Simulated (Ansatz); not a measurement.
Basis sets compared for the cluster Ag₂Br⁺ (the lowest singlet isomer of a short search). Charge 1, multiplicity 1. Geometry PBE0-D4/def2-TZVP. Ansatz on 4 threads of Arm Neoverse V1 on a shared host; times are rough, and most runs start from earlier orbitals.

```xyz
3

Ag    1.9341    0.7619   -0.3593
Ag   -1.7546   -0.2584    1.1423
Br   -0.1795   -0.5034   -0.7829
```

In the def2 sets Ag takes a core potential; there is no spin–orbit coupling. The structure comes from a short search, and lower isomers may exist.

| level | functions | energy (Eh) | HOMO (eV) | LUMO (eV) | wall time |
| --- | --- | --- | --- | --- | --- |
| PBE-D4/def2-SVP | 94 | -2867.2006 | -11.38 | -8.60 | 1 s |
| PBE0-D4/def2-SVP | 94 | -2867.2667 | -12.48 | -7.53 | 1.7 s |

Q: Estimate the rows for PBE-D4/def2-TZVP, PBE0-D4/def2-TZVP.

A: 
```json
{"level": "PBE-D4/def2-TZVP", "functions": "128", "energy (Eh)": "-2867.5871", "HOMO (eV)": "-11.38", "LUMO (eV)": "-8.60", "wall time": "1.5 s"}
{"level": "PBE0-D4/def2-TZVP", "functions": "128", "energy (Eh)": "-2867.6501", "HOMO (eV)": "-12.47", "LUMO (eV)": "-7.52", "wall time": "2.5 s"}
```
